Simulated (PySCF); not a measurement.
H5BrOSi2, SMILES Br[SiH2][SiH2]O, singlet, CAM-B3LYP/def2-SVP optimised geometry.

```
9

O      2.05    -1.07     0.00
Si     0.38    -1.07     0.00
Si    -0.27     1.18     0.00
Br    -2.51     1.18     0.02
H      2.51    -1.91    -0.01
H     -0.18    -1.75    -1.21
H     -0.18    -1.75     1.21
H      0.18     1.91    -1.22
H      0.20     1.91     1.21
```

Density from PySCF with CAM-B3LYP/def2-TZVP at that geometry.

Minimum of the electron density along straight lines between bonded atoms, close to the bond critical point (lines longer than 1.1 times the sum of covalent radii, or with two minima, are not listed):

```tsv
bond	length / Å	ρ at the minimum / e bohr⁻³	∇²ρ there / e bohr⁻⁵	position (fraction from the first atom)
O1–Si2	1.666	0.132	0.75	0.59
Si2–Si3	2.337	0.101	-0.19	0.47
Si3–Br4	2.246	0.085	0.06	0.35
O1–H5	0.963	0.352	-2.38	0.81
Si2–H6	1.492	0.122	0.13	0.49
Si2–H7	1.492	0.122	0.13	0.49
Si3–H8	1.486	0.123	0.13	0.49
Si3–H9	1.486	0.123	0.13	0.49
```
